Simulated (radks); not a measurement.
Q: Ir7+, 70 electrons, occupied as [Xe] 4f14 5d2. Calculated with a radial shooting solver on a logarithmic mesh with Libxc functionals: scalar-relativistic Kohn-Sham, PBEsol, spin-unpolarised, spherical densities, point nucleus. Some entries of the table are withheld. Estimate them.

orbital,occ.,eigenvalue (hartree),<r^2> (bohr^2),<r> (bohr)
1s,2,-2800.805,0.0004195,0.01744
2s,2,-493.0734,0.006418,0.07362
2p,6,-428.8544,0.005365,0.06625
3s,2,-118.1737,0.04149,0.1905
3p,6,(1),(2),0.1913
3d,10,-78.74578,0.03516,0.1733
4s,2,-28.11820,(3),0.4233
4p,6,-21.95992,0.2307,(4)
4d,10,-14.40177,0.2644,0.4781
5s,2,-7.20992,1.023,0.9569
4f,14,-5.98982,0.3423,0.5304
5p,6,-5.54200,1.310,1.081
5d,2,(5),2.025,(6)

A: 
(1) 3p eigenvalue (hartree): -99.39999
(2) 3p <r^2> (bohr^2): 0.04245
(3) 4s <r^2> (bohr^2): 0.2022
(4) 4p <r> (bohr): 0.4505
(5) 5d eigenvalue (hartree): -3.53971
(6) 5d <r> (bohr): 1.339
